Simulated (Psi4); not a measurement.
Pair of molecules, SMILES C=O with SMILES CC#N (the first has 4 atoms); geometry from B3LYP-D3(BJ)/def2-TZVP.
(charge 0, multiplicity 1):
```json
[
 {"atom": "C", "x (Å)": "-0.4693", "y (Å)": "-0.4553", "z (Å)": "0.1650"},
 {"atom": "O", "x (Å)": "0.6649", "y (Å)": "-0.0557", "z (Å)": "0.1357"},
 {"atom": "H", "x (Å)": "-0.7102", "y (Å)": "-1.5294", "z (Å)": "0.2560"},
 {"atom": "H", "x (Å)": "-1.3338", "y (Å)": "0.2294", "z (Å)": "0.1021"},
 {"atom": "C", "x (Å)": "1.2174", "y (Å)": "0.4143", "z (Å)": "3.3528"},
 {"atom": "C", "x (Å)": "-0.1474", "y (Å)": "-0.0736", "z (Å)": "3.2675"},
 {"atom": "N", "x (Å)": "-1.2242", "y (Å)": "-0.4622", "z (Å)": "3.1573"},
 {"atom": "H", "x (Å)": "1.2377", "y (Å)": "1.4018", "z (Å)": "3.8140"},
 {"atom": "H", "x (Å)": "1.8260", "y (Å)": "-0.2675", "z (Å)": "3.9469"},
 {"atom": "H", "x (Å)": "1.6310", "y (Å)": "0.4796", "z (Å)": "2.3449"}
]
```

Method: SAPT0/jun-cc-pV(D+d)Z run with Psi4.

Q: Which attractive term is largest, and how does the interaction split up?

A: electrostatics -279.1, exchange 227.8, induction -58.6, dispersion -104.9, total -214.7 meV; the largest attraction is electrostatics.
